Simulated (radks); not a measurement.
Initial-state core-level shifts of neutral tungsten when its valence configuration changes from [Xe] 4f14 5d4 6s2. Calculated with a radial shooting solver on a logarithmic mesh with Libxc functionals: Dirac Kohn-Sham, PBE, spin-unpolarised, spherical densities, finite nucleus; open shells fill j = l - 1/2 first; Fermi nuclear charge, rms radius 5.3658 fm. Shifts are changes of the shell-averaged eigenvalues in eV (positive: less bound); the change of the density at the nucleus, which sets a Mossbauer isomer shift, is in e/bohr^3, on a base of 1.424e+06.

| valence | 1s | 2s | 2p | 3s | density at nucleus |
|---|---|---|---|---|---|
| 4f14 5d4 6s1 6p1 | -1.334 | -1.312 | -1.311 | -1.318 | -69.3 |
| 4f12 5d6 6s2 | -19.329 | -21.149 | -20.872 | -24.171 | +192.1 |
| 4f14 5d3.5 6s2 6p0.5 | -1.852 | -1.901 | -1.899 | -1.885 | +16.1 |
| 4f12.5 5d5.5 6s2 | -14.293 | -15.625 | -15.423 | -17.835 | +142.2 |
| 4f13 5d5 6s2 | -9.391 | -10.256 | -10.126 | -11.691 | +93.5 |
| 4f11 5d7 6s2 | -29.790 | -32.648 | -32.211 | -37.400 | +295.8 |
| 4f14 5d6 | +3.040 | +3.243 | +3.233 | +3.229 | -157.9 |
| 4f14 5d5 6s1 | +1.737 | +1.847 | +1.842 | +1.837 | -85.5 |
| 4f13 5d4 6s2 6p1 | -13.169 | -14.159 | -14.021 | -15.573 | +127.2 |
